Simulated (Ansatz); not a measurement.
`FC1[O][GeH2][SiH2]1` at its PBE0-D4/def2-TZVP geometry, where that method's forces vanish. The species carries charge 0 and has multiplicity 1.

```xyz
10

F     1.2552   -1.4467   -0.9943
C     0.8723   -0.1093   -0.8747
O    -0.4194    0.0580   -1.3419
Ge   -1.4992   -0.0623    0.1451
Si    0.6768    0.3145    1.0068
H     1.5684    0.4609   -1.4971
H    -2.5657    1.0410    0.0446
H    -2.1817   -1.4401    0.2023
H     1.3511   -0.5612    1.9978
H     0.9420    1.7453    1.3115
```

(1) What forces (eV/Å) does B3LYP-D4/def2-TZVPP give on these atoms in Ansatz? (Estimate.)

Results:

(1) The calculation gave: 
```
F1   0.137 -0.427 -0.039
C2   0.277  0.414 -0.020
O3  -0.133  0.051 -0.276
Ge4 -0.323 -0.023  0.192
Si5  0.163  0.071  0.196
H6  -0.044 -0.042  0.040
H7  -0.019  0.003 -0.010
H8  -0.019 -0.013 -0.008
H9  -0.034  0.058 -0.060
H10 -0.005 -0.090 -0.015
```

B3LYP here is the variant with VWN-RPA as its local correlation; programs differ in this.
